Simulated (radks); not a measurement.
Values are calculated unless marked as measured or tabulated.
Problem. The table gives one normalised radial function P(r) = r R(r) of Ir5+ in [Xe] 4f14 5d4 (r in bohr). Level of theory: scalar-relativistic Kohn-Sham, LDA (Slater exchange, Perdew-Wang correlation), spin-polarised, spherical densities, finite nucleus; open shells are filled with parallel spins first (spin-orbit coupling, left out, can overturn this in heavy ions); Fermi nuclear charge, rms radius 5.4032 fm (a radial shooting solver on a logarithmic mesh with Libxc functionals).

r         P
0.002666   0.0001
0.003528   0.0002
0.004705   0.0005
0.006225   0.0011
0.008237   0.0022
0.0109     0.0046
0.01454    0.0096
0.01923    0.0192
0.02545    0.0370
0.03367    0.0680
0.04491    0.1193
0.05942    0.1888
0.07862    0.2648
0.104      0.3106
0.1387     0.2638
0.1836     0.0796
0.2429    -0.2062
0.3214    -0.4354
0.4252    -0.4085
0.5672    -0.0491
0.7504     0.4587
0.9929     0.8482
1.314      0.9332
1.752      0.7207
2.318      0.3984
3.068      0.1467
4.059      0.0319

Which n and l does it have? It may be an empty orbital.

Solution. n = 5, l = 2: the number of nodes gives n - l - 1 = 2, the rise at small r (about r^(l+1), flatter next to the nucleus through relativity) gives l, and the extent must fit the shell. The curve is that of 5d down; the table hardly tells the two spins apart. 5d down (empty): eigenvalue -63.393 eV, 2 radial nodes at r = 0.200, 0.584 bohr, <r> = 1.43 bohr, 90 % of the charge inside 2.12 bohr.
